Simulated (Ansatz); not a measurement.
C$_{2}$H$_{7}$Si$_{2}$ (SMILES [CH]1[SiH2]C[SiH2]1), doublet, at a GFN2-xTB geometry, with bond 5-1 at 1.8 times its length; SC-NEVPT2/STO-3G, CASSCF(5,7) run with Ansatz (a first-principles code).

Ansatz was given this input:
Ansatz 0.2 input:
```yaml
crystal:
  periodic: [false, false, false]
  atoms:
    - {symbol: C, position_ang: [-1.29066676, -0.00373915, -0.03221827]}
    - {symbol: Si, position_ang: [-0.04239272, 1.39171244, -0.16302128]}
    - {symbol: C, position_ang: [1.27239885, 0.00215022, 0.01888873]}
    - {symbol: Si, position_ang: [-0.04261904, -1.39099251, 0.16899720]}
    - {symbol: H, position_ang: [-3.22931984, -0.01890717, -0.16066551]}
    - {symbol: H, position_ang: [-0.02263320, 2.11390918, -1.44089075]}
    - {symbol: H, position_ang: [-0.06904688, 2.36995293, 0.93095113]}
    - {symbol: H, position_ang: [1.91722696, 0.10581973, 0.88820057]}
    - {symbol: H, position_ang: [1.93433042, -0.10010847, -0.83770812]}
    - {symbol: H, position_ang: [-0.06940915, -2.08437662, 1.46241952]}
    - {symbol: H, position_ang: [-0.02299979, -2.39357638, -0.90308005]}
basis:
  gaussian:
    orbitals: STO-3G
correlation: {method: sc_nevpt2, electrons: all, active_space: {window: {electrons: 5, orbitals: 7}}}
magnetization: {spin_polarized: false, initial_magnetization: 1}
```

**Question.** What does Ansatz print? Leave out banner, timings and long lists.

**Answer.** 
```
Functional definition: HF
426 factors; integrals over basis functions are off by at most 4.4e-5 eV
mean field evaluation 1: about -17681.3947 eV, gradient 1.6e1 eV
mean field evaluation 2: about -17681.4742 eV, gradient 1.6e1 eV
mean field evaluation 4: about -17683.1460 eV, gradient 1.7e0 eV
mean field evaluation 8: about -17683.1614 eV, gradient 5.1e-5 eV
mean field evaluation 16: about -17681.7159 eV, gradient 3.3e-2 eV
mean field evaluation 32: about -17683.1614 eV, gradient 9.9e-7 eV
mean field -17683.16143056 eV, -649.8441964958 hartree, gradient 9.9e-7 eV, S^2 0.750000; 3 other end points of the search recorded, 0 dependent functions left out
reference -17683.16143056 eV, -649.8441964958 hartree; 24, 23 occupied and 11, 12 virtual orbitals, 426 factors
state -17686.16770060 eV, -649.9546748821 hartree
state -17686.16770060 eV, -649.9546748821 hartree; corrected -17690.15998494 eV, -650.1013886255 hartree
state -17685.99010046 eV, -649.9481481971 hartree
state -17685.99010046 eV, -649.9481481971 hartree; corrected -17690.12337028 eV, -650.1000430617 hartree
state -17686.16770060 eV, -649.9546748821 hartree; corrected -17690.15998494 eV, -650.1013886255 hartree
Total energy: -17690.15998494 eV, -650.1013886255 hartree
```
